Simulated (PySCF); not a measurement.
A series of related molecules.

All values: CAM-B3LYP/def2-SVPD (PySCF) at PBE0-D3(BJ)/def2-SVP geometries, gas phase, one conformer each. Core orbitals are frozen in the response; Δα² is half the sum of the squared differences of the principal polarisabilities. The calculation is non-relativistic, for germanium too.

Question: Rank by HOMO energy, highest first.
A. `C=[N][GeH2][N](C)C`
B. `C[N](C)[GeH2][N]([SiH3])[SiH3]`
C. `C[CH](C)[GeH2][N](C)C`

Answer: C (-7.38 eV), A (-7.51 eV), B (-7.69 eV).

Question: Rank by polarisability anisotropy Δα, highest first.
A. `[CH2:1]=[N:2][GeH2:3][N:4]([CH3:5])[CH3:6]` with C1–N2–Ge3–N4 123°, N2–Ge3–N4–C5 48°
B. `[CH3:1][N:2]([CH3:3])[GeH2:4][N:5]([SiH3:6])[SiH3:7]` with C1–N2–Ge4–N5 74°, N2–Ge4–N5–Si6 87°
C. `[CH3:1][N:2]([CH3:3])[GeH2:4][CH2:5][F:6]` with C1–N2–Ge4–C5 71°, N2–Ge4–C5–F6 -64°
D. `[CH3:1][CH:2]([CH3:3])[GeH2:4][N:5]([CH3:6])[CH3:7]` with C1–C2–Ge4–N5 -53°, C2–Ge4–N5–C6 -58°

Answer: A (4.03 Å³), D (3.36 Å³), B (2.58 Å³), C (1.46 Å³).

All values together:

```tsv
SMILES	formula	μ (D)	HOMO (eV)	LUMO (eV)	α (Å³)	Δα (Å³)	electrons	α per electron (Å³)	ΔSCF removal energy (eV)
[H]/N=[CH]/[GeH2][N](C)C	C3H10GeN2	2.00	-7.42	0.17	12.52	2.55	74	0.169	8.01
C[N](C)[GeH2][CH2]F	C3H10FGeN	1.46	-7.52	1.07	11.53	1.46	76	0.152	8.14
C=[N][GeH2][N](C)C	C3H10GeN2	1.19	-7.51	0.48	12.65	4.03	74	0.171	8.10
CO[CH2][GeH2][N](C)C	C4H13GeNO	1.23	-7.34	1.22	14.23	3.52	84	0.169	7.93
C[CH](C)[GeH2][N](C)C	C5H15GeN	0.52	-7.38	1.20	15.24	3.36	84	0.181	7.93
C[N](C)[GeH2][N]([SiH3])[SiH3]	C2H14GeN2Si2	0.84	-7.69	0.84	18.15	2.58	100	0.182	8.19
```

Conformers: `[H]/[N:6]=[CH:5]/[GeH2:4][N:2]([CH3:1])[CH3:3]` with C1–N2–Ge4–C5 -70°, N2–Ge4–C5–N6 97°; `[CH3:1][N:2]([CH3:3])[GeH2:4][CH2:5][F:6]` with C1–N2–Ge4–C5 71°, N2–Ge4–C5–F6 -64°; `[CH2:1]=[N:2][GeH2:3][N:4]([CH3:5])[CH3:6]` with C1–N2–Ge3–N4 123°, N2–Ge3–N4–C5 48°; `[CH3:1][O:2][CH2:3][GeH2:4][N:5]([CH3:6])[CH3:7]` with C1–O2–C3–Ge4 180°, O2–C3–Ge4–N5 -73°, C3–Ge4–N5–C6 53°; `[CH3:1][CH:2]([CH3:3])[GeH2:4][N:5]([CH3:6])[CH3:7]` with C1–C2–Ge4–N5 -53°, C2–Ge4–N5–C6 -58°; `[CH3:1][N:2]([CH3:3])[GeH2:4][N:5]([SiH3:6])[SiH3:7]` with C1–N2–Ge4–N5 74°, N2–Ge4–N5–Si6 87°.

Question: How closely does the mean polarisability follow the number of electrons in this set?

Answer: The correlation coefficient is 0.96; α per electron runs from 0.152 to 0.182 Å³.
